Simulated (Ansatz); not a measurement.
Ansatz (a first-principles code) job for Nb(O)(OH)3 (H3NbO4), SMILES [O]=[Nb]([OH])([OH])[OH], multiplicity 1, PBE-D3(BJ)/def2-SVP. 

Ansatz 0.2 input:
```yaml
crystal:
  periodic: [false, false, false]
  atoms:
    - {symbol: Nb, position_ang: [-0.00000000, 0.00000000, -0.02222005]}
    - {symbol: O, position_ang: [-0.00000001, 0.00000001, -1.73195481]}
    - {symbol: O, position_ang: [1.56153593, 0.90155319, 0.59871372]}
    - {symbol: H, position_ang: [2.29278614, 1.32374071, 0.13251041]}
    - {symbol: O, position_ang: [-1.56153592, 0.90155318, 0.59871373]}
    - {symbol: H, position_ang: [-2.29278615, 1.32374069, 0.13251043]}
    - {symbol: O, position_ang: [0.00000001, -1.80310638, 0.59871371]}
    - {symbol: H, position_ang: [0.00000001, -2.64748140, 0.13251042]}
basis:
  gaussian:
    orbitals: def2-SVP
hamiltonian:
  xc: pbe
  dispersion: d3bj
relax: {f_tol: 0.002, max_steps: 200}
```

Output:

```
WARN ansatz: RAYON_NUM_THREADS=2 ignored (pool sized by the plan → 2); use --threads N
Functional definition: PBE
integrals: 0.04 GiB planned
1023 factors; their error is unknown
mean field: 0.27 GiB planned
mean field evaluation 1: about -9757.1567 eV, gradient 1.1e2 eV
mean field evaluation 2: about -9516.2545 eV, gradient 3.3e2 eV
mean field evaluation 4: about -9775.2877 eV, gradient 5.1e1 eV
mean field evaluation 8: about -9779.8245 eV, gradient 6.3e-1 eV
mean field evaluation 16: about -9779.8001 eV, gradient 7.2e-4 eV
mean field -9779.80013512 eV, -359.4010259792 hartree, gradient 2.0e-5 eV, S^2 0.000000; 0 other end points of the search recorded, 0 dependent functions left out
the calculation of the forces begins
reference -9779.80020893 eV, -359.4010286914 hartree; 24, 24 occupied and 78, 78 virtual orbitals, 1023 factors
relax step   1: F+E_penalty+E_count = -9779.94490675 eV  Δ(F+E_penalty+E_count) = +0.000e0 eV  max|allowed force component| = 5.563e-1 eV/Å  Δτ_max = 0.0000 Å  (31 SCF iters, accepted)
these checks for a lower state are left out or cut short: starts, cluster_reference, orbital_swaps, neighbouring_geometries, increment
integrals: 0.04 GiB planned
1023 factors; their error is unknown
mean field: 0.27 GiB planned
mean field -9779.80952616 eV, -359.4013710935 hartree, gradient 2.5e-5 eV, S^2 0.000000; 0 other end points of the search recorded, 0 dependent functions left out
the calculation of the forces begins
reference -9779.80960002 eV, -359.4013738076 hartree; 24, 24 occupied and 78, 78 virtual orbitals, 1023 factors
relax step   2: F+E_penalty+E_count = -9779.95392859 eV  Δ(F+E_penalty+E_count) = -9.022e-3 eV  max|allowed force component| = 1.023e-1 eV/Å  Δτ_max = 0.0082 Å  (31 SCF iters, accepted)
these checks for a lower state are left out or cut short: starts, cluster_reference, orbital_swaps, neighbouring_geometries, increment
integrals: 0.04 GiB planned
1023 factors; their error is unknown
mean field: 0.27 GiB planned
mean field evaluation 32: about -9779.8111 eV, gradient 9.2e-2 eV
mean field -9779.81113709 eV, -359.4014302939 hartree, gradient 2.4e-5 eV, S^2 0.000000; 0 other end points of the search recorded, 0 dependent functions left out
the calculation of the forces begins
reference -9779.81121100 eV, -359.4014330100 hartree; 24, 24 occupied and 78, 78 virtual orbitals, 1023 factors
relax step   3: F+E_penalty+E_count = -9779.95561055 eV  Δ(F+E_penalty+E_count) = -1.682e-3 eV  max|allowed force component| = 9.213e-2 eV/Å  Δτ_max = 0.0074 Å  (31 SCF iters, accepted)
these checks for a lower state are left out or cut short: starts, cluster_reference, orbital_swaps, neighbouring_geometries, increment
integrals: 0.04 GiB planned
1023 factors; their error is unknown
mean field: 0.27 GiB planned
mean field -9779.81242421 eV, -359.4014775949 hartree, gradient 2.4e-5 eV, S^2 0.000000; 0 other end points of the search recorded, 0 dependent functions left out
the calculation of the forces begins
reference -9779.81249822 eV, -359.4014803145 hartree; 24, 24 occupied and 78, 78 virtual orbitals, 1023 factors
relax step   4: F+E_penalty+E_count = -9779.95709239 eV  Δ(F+E_penalty+E_count) = -1.482e-3 eV  max|allowed force component| = 1.029e-1 eV/Å  Δτ_max = 0.0156 Å  (31 SCF iters, accepted)
these checks for a lower state are left out or cut short: starts, cluster_reference, orbital_swaps, neighbouring_geometries, increment
integrals: 0.04 GiB planned
1023 factors; their error is unknown
mean field: 0.27 GiB planned
mean field -9779.81288624 eV, -359.4014945741 hartree, gradient 2.5e-5 eV, S^2 0.000000; 0 other end points of the search recorded, 0 dependent functions left out
the calculation of the forces begins
reference -9779.81296030 eV, -359.4014972959 hartree; 24, 24 occupied and 78, 78 virtual orbitals, 1023 factors
relax step   5: F+E_penalty+E_count = -9779.95773460 eV  Δ(F+E_penalty+E_count) = -6.422e-4 eV  max|allowed force component| = 3.976e-2 eV/Å  Δτ_max = 0.0128 Å  (31 SCF iters, accepted)
these checks for a lower state are left out or cut short: starts, cluster_reference, orbital_swaps, neighbouring_geometries, increment
integrals: 0.04 GiB planned
1023 factors; their error is unknown
mean field: 0.27 GiB planned
mean field -9779.81291560 eV, -359.4014956528 hartree, gradient 1.4e-5 eV, S^2 0.000000; 0 other end points of the search recorded, 0 dependent functions left out
the calculation of the forces begins
reference -9779.81298967 eV, -359.4014983749 hartree; 24, 24 occupied and 78, 78 virtual orbitals, 1023 factors
relax step   6: F+E_penalty+E_count = -9779.95780717 eV  Δ(F+E_penalty+E_count) = -7.257e-5 eV  max|allowed force component| = 5.775e-4 eV/Å  Δτ_max = 0.0026 Å  (25 SCF iters, accepted)
integrals: 0.04 GiB planned
1023 factors; their error is unknown
mean field: 0.27 GiB planned
mean field evaluation 64: about -9507.3089 eV, gradient 3.3e2 eV
mean field -9779.81291560 eV, -359.4014956528 hartree, gradient 1.4e-5 eV, S^2 0.000000; 1 other end points of the search recorded, 0 dependent functions left out
the calculation of the forces begins
reference -9779.81298967 eV, -359.4014983749 hartree; 24, 24 occupied and 78, 78 virtual orbitals, 1023 factors
Total energy: -9779.95788124 eV, -359.4068230420 hartree
Atom 0 at    -0.000000    -0.000022    -0.001726 Å, force    -0.000000     0.000087     0.000370 eV/Å
Atom 1 at    -0.000000    -0.000038    -1.721801 Å, force    -0.000000     0.000025    -0.000367 eV/Å
Atom 2 at     1.568436     0.905580     0.622608 Å, force     0.000292     0.000152    -0.000045 eV/Å
Atom 3 at     2.278191     1.315357     0.098412 Å, force    -0.000534    -0.000311     0.000029 eV/Å
Atom 4 at    -1.568436     0.905580     0.622608 Å, force    -0.000292     0.000152    -0.000045 eV/Å
Atom 5 at    -2.278191     1.315357     0.098412 Å, force     0.000534    -0.000311     0.000029 eV/Å
Atom 6 at     0.000000    -1.811132     0.622593 Å, force    -0.000000    -0.000373    -0.000007 eV/Å
Atom 7 at     0.000000    -2.630681     0.098390 Å, force     0.000000     0.000578     0.000037 eV/Å
Dipole moment:    -0.000000    -0.000013    -0.119508 e Å
```

The run converged.

Cost: very roughly 11 core-seconds.
